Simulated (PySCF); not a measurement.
## The third ionisation energy along the second row

Calculated with PySCF 2.14 from differences of total energies of unrestricted determinants, without spin-orbit coupling. Values in eV. The last column holds reference values (NIST; (s) semi-empirical, (t) theoretical, else measured). Unmarked ones compare directly (S terms, centres of terms, or small fine structure); those marked * lie between the lowest fine-structure levels and include a spin-orbit shift.

| element | configurations | UHF | MP2 (valence) | SCS-MP2 (valence) | CCSD (valence) | CCSD(T) (valence) | reference |
| --- | --- | --- | --- | --- | --- | --- | --- |
| B (cc-pVDZ-DK, spin-free X2C) | [He] 2s1 → 1s2 | 37.725 | n/a | n/a | n/a | n/a | 37.931 |
| C (cc-pVDZ-DK, spin-free X2C) | [He] 2s2 → [He] 2s1 | 45.824 | 46.897 | 47.111 | 47.781 | 47.781 | 47.888 |
| N (cc-pVDZ-DK, spin-free X2C) | [He] 2s2 2p1 → [He] 2s2 | 47.297 | 47.286 | 47.229 | 47.014 | 47.028 | 47.445 (s) * |
| O (cc-pVDZ-DK, spin-free X2C) | [He] 2s2 2p2 → [He] 2s2 2p1 | 54.618 | 54.756 | 54.654 | 54.507 | 54.510 | 54.936 (s) * |
| F (cc-pVDZ-DK, spin-free X2C) | [He] 2s2 2p3 → [He] 2s2 2p2 | 62.220 | 62.512 | 62.331 | 62.262 | 62.258 | 62.708 (s) * |
| Ne (cc-pVDZ-DK, spin-free X2C) | [He] 2s2 2p4 → [He] 2s2 2p3 | 61.705 | 62.409 | 62.405 | 62.409 | 62.419 | 63.423 * |

"Valence" correlates the outer s and p shells and, in groups 3 to 12 and the f block, the outer d or f shell, open or full, or the next shell where the ion has no valence electron left; the wider scheme adds the next inner shell.
